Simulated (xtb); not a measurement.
C2H6ClNSi, SMILES C=C[SiH](N)Cl. All values are semi-empirical tight-binding results from xtb (GFN2-xTB unless named), good for trends rather than for accurate numbers. Geometry optimised at GFN2-xTB. Other conformers were not sampled.

Optimised geometry:

Bonds (Å): Si1–N2 1.720, Si1–Cl3 2.040, Si1–C4 1.880, Si1–H6 1.459, N2–H7 1.007, N2–H8 1.007, C4–C5 1.324, C4–H9 1.083, C5–H10 1.079, C5–H11 1.080. Bond angles (°): N2–Si1–Cl3 114.1, N2–Si1–C4 106.5, N2–Si1–H6 106.3, Cl3–Si1–C4 108.9, Cl3–Si1–H6 106.9, C4–Si1–H6 114.3, Si1–N2–H7 119.7, Si1–N2–H8 120.1, H7–N2–H8 110.1, Si1–C4–C5 125.3, Si1–C4–H9 116.2, C5–C4–H9 118.5, C4–C5–H10 121.6, C4–C5–H11 122.6, H10–C5–H11 115.8.
Charge 0, spin multiplicity 1.

```json
{
  "orbital_gap": "4.41 eV",
  "dipole_moment": "2.06 D",
  "zero_point_energy": "48.0 kcal/mol",
  "G − E(el) at 298.15 K (modified RRHO)": "27.7 kcal/mol",
  "static polarisability (D4 model)": "76.4 bohr³",
  "solvation energy, GFN2-xTB/ALPB(water)": "-3.7 kcal/mol",
  "solvation energy, GFN2-xTB/ALPB(benzene)": "-4.7 kcal/mol"
}
```

Q: Give the atomic charges and the Wiberg bond orders between heavy atoms. (Estimate from the structure and the level; the computed values follow.)

A: charges (e) Si1 0.52, N2 -0.40, Cl3 -0.29, C4 -0.13, C5 -0.07, H6 -0.06, H7 0.16, H8 0.17, H9 0.03, H10 0.04, H11 0.04. Bond orders Si1–N2 1.14, Si1–Cl3 1.01, Si1–C4 0.89, C4–C5 2.00.
